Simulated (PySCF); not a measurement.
## From a computed spectrum to the compound

A species of 4 atoms with charge 3 has these harmonic modes (B3LYP, small Gaussian bases with core potentials, PySCF 2.14.0):

| cm⁻¹ | km/mol | symmetry |
| --- | --- | --- |
| 517 | 16.4 | a1 |
| 713 | 90.6 | b2 |
| 760 | 429.9 | b1 |
| 1641 | 193.9 | a1 |
| 3273 | 626.3 | b2 |
| 3276 | 843.4 | a1 |

Q: Which species is it, and in which structure?

A: [Lu(H2O)]3+ (singlet):
```xyz
4

Lu    0.0000    0.0000   -0.2007
O     0.0000    0.0000    1.8789
H     0.7875    0.0000    2.5135
H    -0.7875    0.0000    2.5135
```
Ideal gas at 298.15 K and 1 bar: S = 259.1 J/(mol K), Cp = 44.9 J/(mol K), H − H(0 K) = 11.0 kJ/mol (rigid rotor, harmonic modes, spin degeneracy alone). 
 The answer isn't unique; the calculation gave this one.
